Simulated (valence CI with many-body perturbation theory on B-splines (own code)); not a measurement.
# E1 transitions of Ga¹⁶⁺

Level of theory: relativistic CI+MBPT: five valence electrons over a frozen Dirac-Fock core [Ne], a basis of 9 s, 9 p, 8 d, 6 f, 3 g, 1 h functions for each j, with the one-electron correlation potential Σ1, the two-electron term Σ2, the three-electron term Σ3, Breit, model QED; selected CI, second order for the rest (own B-spline code, finite nucleus).

No measured levels were compared; by estimate levels of excited configurations hold to 0.05 to 0.15 % of their energy, terms of the ground configuration to about 0.5 %. Among the levels kept, up to 460 cm⁻¹ of a level comes from second order outside the variational space, and about a tenth of that is noise between levels of different J, which matters for small intervals.

Lines 1 to 50 of 168 in falling wavelength, among levels below 913580 cm⁻¹, chosen from the strongest by gf and those to the six lowest levels. Wavelengths and rates use the calculated energies, so an error of 300 cm⁻¹ moves a line at 68.92 nm by 0.21 % and its rate by three times that or more. Electric multipoles are in the length gauge, E1 and E2 with the static RPA response of the core. Weak lines are less certain than strong ones. Lines between different terms over intervals too small for the method are left out, as are lines whose strength nearly cancels. The highest levels of a list are the least certain.

Names give the largest LS component (configuration and term), which can be under half, so a name can repeat, a term be missing and a line seem to break the LS rules; names also repeat where a configuration has a term twice. Letters in brackets count levels of one name in rising energy.

```
λ vac (nm)                  Upper                  Lower   A (s⁻¹)  log gf  Branch %
     68.92            3p5 2P°_3/2  3s2 3p2 3d 2D_5/2 [a]  5.72e+06   -2.79       0.0
     59.46            3p5 2P°_3/2  3s2 3p2 3d 2P_1/2 [a]  1.05e+07   -2.65       0.1
     58.27      3s 3p3 3d 6D°_5/2      3s2 3p2 3d 4P_3/2  4.18e+06   -2.89       2.4
     55.62            3p5 2P°_3/2      3s2 3p2 3d 4P_1/2  8.72e+06   -2.79       0.1
     55.08      3s 3p3 3d 6D°_7/2      3s2 3p2 3d 4P_5/2  7.50e+06   -2.56       8.1
     49.09            3p5 2P°_3/2  3s2 3p2 3d 2P_3/2 [b]  1.60e+08   -1.63       1.2
     40.49      3s 3p3 3d 6D°_3/2      3s2 3p2 3d 4D_5/2  7.51e+06   -3.13       3.2
     40.31      3s 3p3 3d 6D°_5/2      3s2 3p2 3d 4D_5/2  6.11e+06   -3.05       3.5
     39.32          3s 3p4 4P_5/2        3s2 3p3 2P°_3/2  5.56e+06   -3.11       0.2
     38.69      3s 3p3 3d 6D°_3/2      3s2 3p2 3d 4D_3/2  1.22e+07   -2.96       5.2
     38.64      3s 3p3 3d 6D°_1/2      3s2 3p2 3d 4D_1/2  1.76e+07   -3.10       8.6
     38.47      3s 3p3 3d 6D°_7/2      3s2 3p2 3d 4F_9/2  3.93e+06   -3.16       4.2
     38.01      3s 3p3 3d 6D°_9/2      3s2 3p2 3d 4F_9/2  4.27e+07   -2.03      58.1
     37.91      3s 3p3 3d 6D°_7/2  3s2 3p2 3d 2F_7/2 [a]  4.29e+06   -3.13       4.6
     37.47      3s 3p3 3d 6D°_9/2  3s2 3p2 3d 2F_7/2 [a]  8.22e+06   -2.76      11.2
     36.90            3p5 2P°_3/2      3s2 3p2 3d 4D_3/2  3.34e+07   -2.56       0.2
     36.76            3p5 2P°_3/2      3s2 3p2 3d 4D_1/2  1.91e+07   -2.81       0.1
     36.56      3s 3p3 3d 6D°_5/2  3s2 3p2 3d 2F_5/2 [a]  6.61e+06   -3.10       3.8
     36.18      3s 3p3 3d 6D°_7/2      3s2 3p2 3d 4F_7/2  3.41e+07   -2.27      36.8
     35.82          3s 3p4 4P_3/2        3s2 3p3 2P°_3/2  5.05e+07   -2.41       1.5
     35.77      3s 3p3 3d 6D°_9/2      3s2 3p2 3d 4F_7/2  2.02e+07   -2.41      27.6
     34.76          3s 3p4 4P_1/2        3s2 3p3 2P°_3/2  1.49e+07   -3.27       0.4
     34.40      3s 3p3 3d 6D°_5/2      3s2 3p2 3d 4F_5/2  1.71e+07   -2.74       9.9
     34.21      3s 3p3 3d 6D°_7/2      3s2 3p2 3d 4F_5/2  1.44e+07   -2.69      15.6
     33.27            3p5 2P°_3/2      3s 3p4 2S_1/2 [b]  2.71e+07   -2.74       0.2
     32.97          3s 3p4 4P_3/2        3s2 3p3 2P°_1/2  1.12e+06   -4.14       0.0
     32.07          3s 3p4 4P_1/2        3s2 3p3 2P°_1/2  8.79e+07   -2.57       2.3
     32.02            3p5 2P°_3/2      3s2 3p2 3d 4F_3/2  4.64e+07   -2.54       0.3
     31.70          3s 3p4 4P_5/2        3s2 3p3 2D°_5/2  1.14e+08   -1.99       4.0
     30.28          3s 3p4 4P_5/2        3s2 3p3 2D°_3/2  1.53e+08   -1.90       5.3
     30.12      3s 3p3 3d 6D°_3/2  3s2 3p2 3d 2P_3/2 [a]  1.35e+07   -3.13       5.7
     29.54            3p5 2P°_3/2      3s 3p4 2S_1/2 [a]  9.98e+08   -1.28       7.4
     29.38          3s 3p4 4P_3/2        3s2 3p3 2D°_5/2  3.97e+07   -2.69       1.2
     29.03            3p5 2P°_3/2  3s2 3p2 3d 2P_3/2 [a]  3.22e+09   -0.79      23.8
     28.83          3s 3p4 2D_3/2        3s2 3p3 2P°_3/2  7.35e+07   -2.44       1.1
     28.16          3s 3p4 4P_3/2        3s2 3p3 2D°_3/2  5.16e+04   -5.61       0.0
     28.16          3s 3p4 2D_5/2        3s2 3p3 2P°_3/2  9.69e+08   -1.16      17.1
     27.50          3s 3p4 4P_1/2        3s2 3p3 2D°_3/2  5.13e+07   -2.93       1.4
     26.96          3s 3p4 2D_3/2        3s2 3p3 2P°_1/2  3.59e+08   -1.81       5.2
     26.08          3s 3p4 4P_5/2        3s2 3p3 4S°_3/2  2.61e+09   -0.80      90.5
     25.75      3s 3p3 3d 6D°_3/2          3s 3p4 2D_5/2  1.73e+07   -3.16       7.4
     24.95            3p5 2P°_3/2          3s 3p4 2D_5/2  6.29e+09   -0.63      46.4
     24.51          3s 3p4 2D_3/2        3s2 3p3 2D°_5/2  1.57e+07   -3.25       0.2
     24.49          3s 3p4 4P_3/2        3s2 3p3 4S°_3/2  3.32e+09   -0.92      97.3
     24.44            3p5 2P°_3/2          3s 3p4 2D_3/2  2.10e+09   -1.12      15.5
     24.30  3s2 3p2 3d 2P_3/2 [a]        3s2 3p3 2P°_3/2  7.93e+08   -1.55       5.8
     24.03          3s 3p4 2D_5/2        3s2 3p3 2D°_5/2  4.65e+09   -0.62      82.1
     23.99          3s 3p4 4P_1/2        3s2 3p3 4S°_3/2  3.62e+09   -1.20      95.9
     23.96      3s 3p4 2S_1/2 [a]        3s2 3p3 2P°_3/2  1.07e+07   -3.73       0.1
     23.66          3s 3p4 2D_3/2        3s2 3p3 2D°_3/2  6.36e+09   -0.67      91.6
```

Question: How does gf follow from A for the line at 30.28 nm?

Answer: gf = 1.4992 × (2J+1)_upper × A / σ², with σ = 330204 cm⁻¹ and 2J+1 = 6: gf = 0.0126.
